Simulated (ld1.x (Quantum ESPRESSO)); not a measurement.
The numbers below are computed, except where a source is named.
## Potentials for W (Z = 74) compared

Generated with ld1.x 7.5 (TM, RRKJ, ultrasoft, PAW), atompaw 4.2 or ONCVPSP 4.0.1. The cutoff is in Ry: for ld1.x and atompaw files where the sum of valence levels is converged to 10 mRy in a Bessel basis, for ONCV files where the hardest occupied wave has 1 mHa per electron of residual kinetic energy. The error is the largest all-electron minus pseudo excitation energy over each file’s own four to seven test configurations (ionisations up to +4, promotions, holes and added fractions of an electron), all of which were solved. The labels leave out finer settings (local radius, basis sizes, second energies), which also bear on the numbers. Spin-polarised tests are not counted. The rows are a selection from randomly drawn settings: files with unsolved tests, undetermined cutoffs or missed reference levels are left out.

A true bound ghost makes a file unfit for plane-wave use even where its test errors are small: the radial tests pick states by their node count and pass the ghost by.

```tsv
potential	cutoff (Ry)	largest error (meV)	bound ghosts
TM, revPBE, scalar-relativistic, rc 2.00/2.15/2.25 (spd), local smoothed, core correction yes, reference 5d3 6s0 6p0	30	-336	none
PAW, PBEsol, scalar-relativistic, rc 2.55/2.05/1.60 (spd), local smoothed, core correction yes, reference 5p6 5d4 6s1 6p0	35	-32	none
TM, PBE, scalar-relativistic, rc 2.75/2.75/1.80 (spd), local p, core correction no, reference 5d4 6s2 6p0	30	+82	none
ultrasoft, LDA (PZ), scalar-relativistic, rc 2.75/3.55/1.75 (spd), local smoothed, core correction yes, reference 5d4.5 6s1.5 6p0	30	-33	none
TM, PBE, scalar-relativistic, rc 2.25/3.10/2.35 (spd), local s, core correction yes, reference 5d4.5 6s1.5 6p0	30	-49	none
```

(1) Fill in the row for W: TM semilocal, BLYP, scalar-relativistic, rc 2.05/3.20/1.65 (spd), local p, core correction yes, reference 5d4 6s1 6p0.

(2) Fill in the row for W: TM, LDA (PZ), scalar-relativistic, rc 1.65/2.05/1.50 (spd), local smoothed, core correction no, reference 5s2 5p6 5d4 6s0 6p0.

(3) Fill in the row for W: TM, PBEsol, scalar-relativistic, rc 2.75/3.20/2.25 (spd), local smoothed, core correction yes, reference 5d4.5 6s1.5 6p0.

Answers

(1) cutoff 30 Ry, largest error -133 meV, bound ghosts: none.

(2) cutoff 50 Ry, largest error +834 meV, bound ghosts: none.

(3) cutoff 30 Ry, largest error +57 meV, bound ghosts: s.
